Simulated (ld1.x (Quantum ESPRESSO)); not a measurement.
# Varying the RRKJ potential for Sr (Z = 38)

Base potential:

| Quantity | Value |
| --- | --- |
| Element | strontium |
| Generator | ld1.x (Quantum ESPRESSO) 7.5 |
| Type | norm-conserving RRKJ (Kleinman–Bylander form) |
| Functional | Wu–Cohen |
| Relativity | scalar-relativistic |
| Frozen core | [Ar] 3d10 4s2 |
| Valence charge | 8 |
| Reference configuration | 4p6 4d0 5s1.5 5p0.5 |
| Partial waves | 4p (bound): rc 2.40 bohr; 4d (bound, empty): rc 3.05 bohr; 5s (bound): rc 2.80 bohr |
| Local potential | the s channel |
| Core correction | a·sin(br)/r model core, default radius (core density twice the valence density) |

Occupied shells without a wave of their own: 5p. They enter only through the test configuration that unscreens the potential, and ld1.x also counts them in the model core charge.

All-electron outer shells of the reference configuration (Wu–Cohen, scalar-relativistic, ld1.x):

| shell | level (eV) | outermost node (bohr) | outermost maximum (bohr) |
| --- | --- | --- | --- |
| 3d | -128.74 | – | 0.38 |
| 4s | -41.58 | 0.59 | 1.19 |
| 4p | -23.48 | 0.61 | 1.33 |
| 5s | -3.87 | 1.65 | 3.67 |
| 4d | -1.73 | 0.65 | 2.06 |
| 5p | -1.55 | 1.96 | 4.83 |

Cutoffs, loose and tight: the cutoffs (Ry, on a coarse ladder) from which the occupation-weighted sum of valence levels, in a spherical-Bessel basis at the reference potential, stays within 10 and 1 mRy of its value at 400 Ry. They do not see the model core or the augmentation charge, which bear on the density cutoff. Test errors are all-electron minus pseudo excitation energies from the reference, over the configurations 4p6 4d0 5s2 5p0; 4p6 4d0 5s1 5p0; 4p6 4d0 5s0 5p0; 4p6 4d1 5s1 5p0; 4p6 4d0.5 5s1.5 5p0; 4p6 4d0 5s0 5p2; 4p6 4d0 5s1 5p1. A dash means not determined; rows that change the core or the reference have their own tests.

With those shells counted twice in exchange and correlation these files are broken, and their errors move erratically; no question is asked of them.

A true bound ghost makes a file unfit for plane-wave use even where its test errors are small: the radial tests pick states by their node count and pass the ghost by. Where a test does run into it, the solver fails or the error is huge.

```tsv
change	outcome	cutoff, loose	cutoff, tight	bound ghosts	largest test error (meV)
base	generated, misses its reference levels by 0.27 eV	15 Ry	21 Ry	none	-547
all radii but the core radius scaled by about 0.74 (s 2.08, p 1.78, d 2.26 bohr)	generated, misses its reference levels by 0.17 eV	40 Ry	70 Ry	s (extra level of the local part)	no test is counted, since the test run did not reproduce the reference configuration
all radii but the core radius scaled by about 0.87 (s 2.44, p 2.08, d 2.64 bohr)	generated, misses its reference levels by 0.21 eV	25 Ry	40 Ry	none	-430
all radii but the core radius scaled by about 0.96 (s 2.68, p 2.30, d 2.92 bohr)	generated, misses its reference levels by 0.25 eV	15 Ry	21 Ry	none	-510
all radii but the core radius scaled by about 1.13 (s 3.18, p 2.72, d 3.46 bohr)	generated, misses its reference levels by 0.30 eV	15 Ry	18 Ry	none	-593
all radii but the core radius scaled by about 1.20 (s 3.36, p 2.88, d 3.66 bohr)	generated, misses its reference levels by 0.30 eV	15 Ry	18 Ry	none	-600
all radii but the core radius scaled by about 1.30 (s 3.64, p 3.12, d 3.96 bohr)	generated, misses its reference levels by 0.30 eV	15 Ry	15 Ry	none	-612
all radii but the core radius scaled by about 1.38 (s 3.88, p 3.32, d 4.22 bohr)	generated, misses its reference levels by 0.31 eV	12 Ry	15 Ry	none	-639
```

Reading the sweep of the scale of all radii but the core radius (base = 1) (base included, trends over the rows without a ghost): The loose cutoff falls from 25 Ry at 0.87 to 12 Ry at 1.38. A larger radius leaves more room for a smooth pseudo-wave, so fewer plane waves are needed; a smaller one forces it to follow the all-electron wave where it bends sharply. The median size of the test errors (rows with all tests solved) rises from 93.1 meV at 0.87 to 142.9 meV at 1.38. More of the atom is replaced by a form fitted at one configuration, so other configurations suffer as the radius grows. Bound ghosts are found at 0.74.
